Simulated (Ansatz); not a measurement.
`CC(C)=CN` and `CC(C)=CBr` differ in one atom or group.

Ansatz, PBE0-D4/def2-TZVP geometries, multiplicity 1. Each molecule was computed in one conformer, which needn't be the lowest.

Scalar relativity is left out up to krypton. Spin–orbit coupling is left out; it splits and shifts lone-pair levels of the heavy atoms by tenths of an eV.

```tsv
property	`CC(C)=CN`
HOMO–LUMO gap (B3LYP/def2-TZVPP) / eV	6.06
LUMO energy (ωB97M-V/def2-TZVPP) / eV	2.51
HOMO–LUMO gap (ωB97M-V/def2-TZVPP) / eV	10.21
HOMO energy (B3LYP/def2-TZVPP) / eV	-5.33
size of the dipole moment (B3LYP/def2-TZVPP) / D	1.20
HOMO–LUMO gap (PBE0/def2-TZVPP) / eV	6.60
```

What does the change do to each property? (Estimate.)

Computed: 
```json
{"property": "HOMO–LUMO gap (B3LYP/def2-TZVPP) / eV", "`CC(C)=CBr`": "6.53", "shift": "0.47"}
{"property": "LUMO energy (ωB97M-V/def2-TZVPP) / eV", "`CC(C)=CBr`": "2.22", "shift": "-0.29"}
{"property": "HOMO–LUMO gap (ωB97M-V/def2-TZVPP) / eV", "`CC(C)=CBr`": "11.19", "shift": "0.98"}
{"property": "HOMO energy (B3LYP/def2-TZVPP) / eV", "`CC(C)=CBr`": "-6.60", "shift": "-1.27"}
{"property": "size of the dipole moment (B3LYP/def2-TZVPP) / D", "`CC(C)=CBr`": "2.05", "shift": "0.85"}
{"property": "HOMO–LUMO gap (PBE0/def2-TZVPP) / eV", "`CC(C)=CBr`": "6.97", "shift": "0.37"}
```

With PBE0 the HOMO falls by 1.30 eV and the LUMO falls by 0.93 eV, so the gap widens by about 0.37 eV. PBE moves the HOMO by -1.30 eV and ωB97M-V by -1.25 eV. Dipoles are sizes alone; their direction can turn.

B3LYP here is the variant with VWN-RPA as its local correlation; programs differ in this.
